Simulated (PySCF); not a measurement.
NMR data simulated for an unnamed compound:

1H NMR (400 MHz, computed): δ 9.70 (m, 1H), 7.86 (m, 1H), 6.55 (m, 1H), 5.47 (m, 1H), 4.96 (m, 1H), 4.85 (m, 1H), 4.36 (m, 1H), 4.33 (m, 1H), 3.72 (m, 1H).

13C{1H} NMR (computed): δ 206.5 (CH), 165.7 (CH), 136.5 (CH), 85.8 (CH), 53.3 (CH).

Computational details: σ from GIAO-PBE0/pcSseg-1, GFN2-xTB structure, in PySCF 2.14.0 with density-fitted response routines (in vacuum, single conformer, no relativistic terms).

Referencing at the same level of theory: 1H and 13C vs TMS.

Which of these does the molecule contain: an aldehyde, a benzene ring, a heteroaromatic ring, a CH3CH2 unit, a non-aromatic C=C double bond, a Si–H bond?

Results:


- An aldehyde: yes (δC 206.5; δH 9.70 (m)).
- A benzene ring: no.
- A heteroaromatic ring: no.
- A CH3CH2 unit: no.
- A non-aromatic C=C double bond: yes.
- A Si–H bond: yes (δH 4.85 (m), 4.33 (m)).

The data belong to `O=C[C@@H]1[SiH2]C=C[SiH2][C@H]1F`, C$_{5}$H$_{9}$FOSi$_{2}$; they needn't prove each group on their own.

Carbon signals by region: 2 in the far downfield region (above 160 ppm), 1 in the sp2 and nitrile region (100–160 ppm), 2 at 50–100 ppm. Above 160 ppm: 206.5, aldehyde carbonyl carbon, 165.7, alkene CH.

Splittings by 19F in the carbon and heteronuclear signals aren't shown, as no couplings were computed. Shifts are as computed. Against solution values, carbons near 30 ppm lie about +3 ppm off and those near 130 ppm about +5 ppm. Of 1309 compounds with measured shifts, 239 miss one by over three times the rms of a fit or turn the order of signals round; such compounds aren't used in these exercises. Multiplicities follow the n + 1 count of equivalent neighbours, as no J values were calculated; m marks all less simple cases, F and P coupling included.
